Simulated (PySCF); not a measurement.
Compound: C₇H₁₅O (charge -1).
Cartesian coordinates in Å at the PBE0-D3(BJ)/def2-SVP level; atoms count from 1:
```xyz
23
C7H15O angstrom
C     -2.376    1.197   -0.194
C     -1.536   -0.077   -0.202
C     -2.142   -1.128    0.722
C     -0.077    0.226    0.130
C      0.909   -0.921   -0.011
C      2.365   -0.353   -0.257
C      2.958    0.111    1.111
O      2.396    0.575   -1.179
H     -3.426    1.008   -0.481
H     -2.383    1.651    0.812
H     -1.958    1.944   -0.887
H     -1.557   -0.486   -1.231
H     -3.188   -1.363    0.455
H     -2.136   -0.773    1.768
H     -1.561   -2.063    0.691
H     -0.030    0.661    1.148
H      0.333    0.987   -0.565
H      0.870   -1.630    0.840
H      0.647   -1.490   -0.923
H      2.967   -1.312   -0.485
H      2.378    0.966    1.504
H      2.997   -0.680    1.888
H      3.982    0.479    0.927
```

Computed with PySCF, PBE0-D3(BJ)/def2-SVP geometry optimisation, gas phase.

Masses are those of the commonest isotopes; rigid-rotor values at the optimised geometry. The values belong to one conformer with, in the numbering `[CH3:1][CH:2]([CH3:3])[CH2:4][CH2:5][C@H:6]([CH3:7])[O-:8]`, C1–C2–C4–C5 -173°, C2–C4–C5–C6 155°, C4–C5–C6–C7 79°.

**Question.** Give the principal moments of inertia and the rotational constants in MHz.

**Answer.** Ia = 136.36, Ib = 540.39, Ic = 586.84 u·Å²; 505379 MHz·u·Å²/I gives A = 3706, B = 935.2, C = 861.2 MHz.

**Question.** What kind of rotor is it?

**Answer.** A near-prolate asymmetric top: κ = (2 × 935.2 − 3706 − 861.2)/(3706 − 861.2) = -0.95.

**Question.** What does the inertial defect say?

**Answer.** Not planar: Δ = Ic − Ia − Ib = -89.90 u·Å². For a rigid frame Δ = −2 Σ m c², so Σ m c² = 44.95 u·Å² lies off the ab plane: 17.92 from hydrogen and 27.03 from heavier atoms. The atom farthest from that plane is 1.85 Å away.

**Question.** Which lines would a microwave search look for?

**Answer.** The dipole components (about the centre of mass, as the species is charged) are |μa| = 7.40 D, |μb| = 2.34 D, |μc| = 1.21 D. The squared components, which scale the intensities, stand as 1.00 : 0.10 : 0.03 (a : b : c). Some lines, for components of 0.1 D or more:

| type | branch | J(Ka,Kc) | MHz | lower level (cm⁻¹) |
| --- | --- | --- | --- | --- |
| b | R | 2(0,2) ← 1(1,1) | 820 | 0.152 |
| a | R | 1(0,1) ← 0(0,0) | 1796 | 0.000 |
| c | Q | 2(1,2) ← 2(0,2) | 2699 | 0.180 |
| c | Q | 1(1,1) ← 1(0,1) | 2771 | 0.060 |
| b | Q | 1(1,0) ← 1(0,1) | 2845 | 0.060 |
| b | Q | 2(1,1) ← 2(0,2) | 2921 | 0.180 |
| a | R | 2(1,2) ← 1(1,1) | 3519 | 0.152 |
| a | R | 2(0,2) ← 1(0,1) | 3591 | 0.060 |
| a | R | 2(1,1) ← 1(1,0) | 3667 | 0.155 |
| b | R | 1(1,1) ← 0(0,0) | 4567 | 0.000 |
| c | R | 1(1,0) ← 0(0,0) | 4642 | 0.000 |
| b | R | 2(1,2) ← 1(0,1) | 6290 | 0.060 |
| c | R | 2(1,1) ← 1(0,1) | 6512 | 0.060 |
| c | Q | 2(2,1) ← 2(1,1) | 8313 | 0.277 |
| b | Q | 2(2,0) ← 2(1,1) | 8315 | 0.277 |
| b | Q | 2(2,1) ← 2(1,2) | 8535 | 0.270 |
| b | R | 2(2,1) ← 1(1,0) | 11980 | 0.155 |
| c | R | 2(2,0) ← 1(1,0) | 11982 | 0.155 |
| c | R | 2(2,1) ← 1(1,1) | 12054 | 0.152 |
| b | R | 2(2,0) ← 1(1,1) | 12056 | 0.152 |

No PBE0-D3(BJ)/def2-SVP frequencies stand behind this structure, so it isn't proved a minimum. The geometry's basis has no diffuse functions, a weakness for an anion. These are rigid-rotor constants of the computed structure; measured ground-state constants (B0) also hold zero-point vibration. A rigid rotor knows nothing of internal rotation, which can split or shift real lines.
